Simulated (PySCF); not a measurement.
**Antimony: a sound run and one with changed settings**

Sound run: Sb²⁺ [Kr] 4d10 5s2 5p1, Sb³⁺ [Kr] 4d10 5s2. Computed with PySCF 2.14 in def2-TZVP with the def2 core potential (28 electrons), with a scalar-relativistic core potential. In the sound run the correlated levels freeze 4s2 4p6 4d10 outside the core potential. The sound run starts from symmetry-adapted Hartree-Fock orbitals and uses a fine grid where one is needed.

Changed run: all electrons correlated in a basis built for the valence shell.

| species | method | sound run (hartree) | changed run (hartree) | converged |
| --- | --- | --- | --- | --- |
| Sb²⁺ | MP2 | -238.40771 | -238.68163 | yes |
| Sb³⁺ | MP2 | -237.51282 | -237.78001 | yes |

Ionisation energy of Sb²⁺:

| method | sound run (eV) | changed run (eV) |
| --- | --- | --- |
| UHF | 24.139 | 24.139 |
| MP2 | 24.351 | 24.534 |
| SCS-MP2 | 24.341 | 24.467 |

A valence basis has no tight correlating functions, so it recovers only part of the core correlation, and not evenly between atom and ion.

For comparison, NIST gives 25.323 eV between the lowest levels.
